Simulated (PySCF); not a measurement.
## SMILES C[C@@H]1C(=O)O[C@@H]1F, C4H5FO2

Geometry:
```csv
atom,x (Å),y (Å),z (Å)
C1,1.271,0.578,0.316
C2,0.224,-0.276,-0.379
C3,-0.937,0.470,-1.027
O4,-1.087,1.238,-1.912
O5,-1.877,-0.096,-0.204
C6,-0.906,-0.851,0.499
F7,-0.854,-0.490,1.802
H8,0.800,1.288,0.991
H9,1.843,1.126,-0.428
H10,1.945,-0.053,0.891
H11,0.686,-1.009,-1.041
H12,-1.109,-1.927,0.466
```

Method used: PySCF, TDDFT CAM-B3LYP/aug-cc-pVDZ circular dichroism and optical rotation, one conformer, gas phase. Geometry: GFN2-xTB.

Problem. Draw the ECD and absorption spectra from the lowest 8 states, each a Gaussian of half-width 0.25 eV at 1/e height.

Solution. 
```
E (eV)  λ (nm)  Δε (L mol⁻¹ cm⁻¹)  ε (L mol⁻¹ cm⁻¹)
  5.39     230              +0.02             0.997
  5.54     224              +0.14              7.67
  5.69     218              +0.51              28.7
  5.84     212              +0.94              52.3
  5.99     207              +0.83              46.4
  6.14     202              +0.36                20
  6.29     197              +0.08              4.21
  6.44     193              +0.01              0.43
  6.59     188               0.00                 0
  6.74     184               0.00                 0
  6.89     180               0.00              0.31
  7.04     176              -0.06               6.7
  7.19     173              -0.67              70.3
  7.34     169              -3.40               360
  7.49     166              -8.46               897
  7.64     162              -9.91              1110
  7.79     159              -3.27               846
  7.94     156              +8.54              1080
  8.09     153             +16.97              2260
  8.24     151             +11.23              3850
  8.39     148              -1.30              5320
  8.54     145             -11.91              6410
```
Δε uses R in velocity form, ε uses f in length form. Only the states computed contribute, so the short-wavelength end is incomplete.
